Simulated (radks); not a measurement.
Values are calculated unless marked as measured or tabulated.
Neutral vanadium inside a hard spherical wall (all orbitals vanish at R), configuration held at [Ar] 3d3 4s2 and not refilled when levels cross. Code: a radial shooting solver on a logarithmic mesh with Libxc functionals. Model: non-relativistic Kohn-Sham, PBE, spin-unpolarised, spherical densities, point nucleus. Eigenvalues in eV, with the zero of energy where the potential of the charges vanishes at infinity; a dash marks a level that is unbound or too diffuse for the functional's potential to be trusted. A positive occupied level is held by the wall or, in an anion where self-interaction has pushed it up, behind a barrier. The pressure on the wall is -dE/dV.

R (bohr)  E (hartree)  kinetic (hartree)    e(3s)    e(3p)   e(3d)   e(4s)  e(4p, empty)  e(5s, empty)  pressure (GPa)
free       -943.58213            942.753  -69.159  -43.900  -5.346  -4.647        -1.461             -               0
12         -943.58206            942.754  -69.151  -43.892  -5.338  -4.641        -1.424         0.854         0.00137
10         -943.58143            942.760  -69.103  -43.844  -5.292  -4.602        -1.311         1.898          0.0183
7          -943.56385            942.869  -68.443  -43.186  -4.672  -4.002        -0.219         7.539           0.934
6          -943.52875            943.039  -67.612  -42.362  -3.901  -3.136         1.111        12.888            3.74
5          -943.42290            943.469  -65.885  -40.660  -2.299  -1.024         4.086        23.466            16.6
4          -943.07610            944.676  -62.227  -37.087   1.195   4.690        11.513        46.940            89.7
3.5        -942.63470            946.097  -58.961  -33.911   4.498  11.153        19.447        69.913             236
2          -933.15784            974.797  -25.432    0.684  44.050  115.76        131.50        339.84           12500
1.5        -911.15950           1032.929   28.207   57.453  103.78  301.26        313.28        732.47           85200
